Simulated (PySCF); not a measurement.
[BiF2]+ at several levels of theory

Computed with PySCF 2.14.0 (density fitting, no spin-orbit coupling) at the geometry relaxed with PBE0:

```xyz
3
[BiF2]+ (singlet)
Bi    0.0000    0.0000   -0.4756
F     1.4602    0.0000    0.8539
F    -1.4602    0.0000    0.8539
```

| level | basis | state | HOMO (eV) | gap (eV) | charge on Bi1 (e) | dipole about the centre of mass (D) | largest force component (eV/Å) |
| --- | --- | --- | --- | --- | --- | --- | --- |
| PBE0 | Bi def2-SVP with ECP60, F def2-SVP | singlet | -16.89 | 6.11 | 1.69 | 4.40 | 0.05 |
| TPSS | the same | singlet | -15.29 | 3.96 | 1.59 | 3.93 | 0.70 |
| HF | the same | singlet | -20.60 | 12.68 | 2.02 | 5.46 | 1.05 |

Charges are Mulliken's, which hang on the basis. The relaxation used the grid (50, 194), these runs (75, 302) or, all-electron (x2c bases, spin-free X2C Hamiltonian), (99, 590).

Task: What does PBE0 with Bi def2-TZVP with ECP60, F def2-TZVP give here?

Result: state singlet, HOMO (eV) -17.08, gap (eV) 6.26, charge on Bi1 (e) 1.69, dipole about the centre of mass (D) 4.39, largest force component (eV/Å) 1.46. Time: 3.2 s on 2 threads of Arm Neoverse V2 (shared host), from free ions and atoms.

In the first row's basis the gap widens with exact exchange: 4.0 eV for TPSS (none); 6.1 eV for PBE0 (a fixed share); 12.7 eV for Hartree–Fock (rising or full at long range).
